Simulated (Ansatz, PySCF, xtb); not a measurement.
Breaking the Se4–H5 bond in AlH3Se (SMILES [AlH2][SeH]) (multiplicity 1 held, fragments rigid). Energies count from the point at 1.472 Å.
Geometry at that point (charge 0, multiplicity 1):
```csv
atom,x (Å),y (Å),z (Å)
Al,0.3641,0.0275,-1.5573
H,-0.6985,-0.5698,-2.5521
H,1.7454,0.6424,-1.9937
Se,-0.2012,-0.0305,0.6966
H,1.0606,0.6067,1.1072
```

Restricted levels (R-, RO-) in cc, def2 and unpolarised 6-31G sets keep to the state of the molecule at rest. U- levels take the lowest unrestricted solution at each point, which mixes spins at long bonds. Active spaces are followed from a long bond inwards. Curves can end on different states.

Cores are frozen in the correlated methods. Filled d and f shells under p-block atoms count as core. Rows in LANL2DZ carry no dispersion term and start afresh at each structure. LANL2DZ brings its own core potentials from Na on.

Run with Ansatz (a program for electronic structure); PySCF for LANL2DZ rows; xtb for the GFN methods.  The GFN methods have no spin term and hold the electronic entropy of 300 K.

```tsv
level	energy at R = 4.710 Å (kcal/mol)
GFN2-xTB	81.89
R-PBE/def2-TZVPP	112.88
U-B3LYP/LANL2DZ	75.07
R-B3LYP/def2-TZVPP	124.02
U-B3LYP/def2-TZVPP	82.09
U-wB97X-V/def2-TZVPP	83.25
U-CCSD(T)/def2-TZVPP	82.32
SC-NEVPT2 on CASSCF(4,3)/def2-TZVPP	?
FIC-NEVPT4(SD) on CASSCF(4,3)/def2-TZVPP	81.50
```

### Question
Fill in the missing entries.

### Answer

- SC-NEVPT2 on CASSCF(4,3)/def2-TZVPP, energy at R = 4.710 Å (kcal/mol): 78.85

Doubts at one or more of the structures used: a restricted determinant that unrestricted orbitals would lower (R-PBE/def2-TZVPP, R-B3LYP/def2-TZVPP); a spin-contaminated determinant (U-B3LYP/LANL2DZ, U-B3LYP/def2-TZVPP, U-wB97X-V/def2-TZVPP, U-CCSD(T)/def2-TZVPP); active orbitals that take no part (SC-NEVPT2 on CASSCF(4,3)/def2-TZVPP, FIC-NEVPT4(SD) on CASSCF(4,3)/def2-TZVPP).
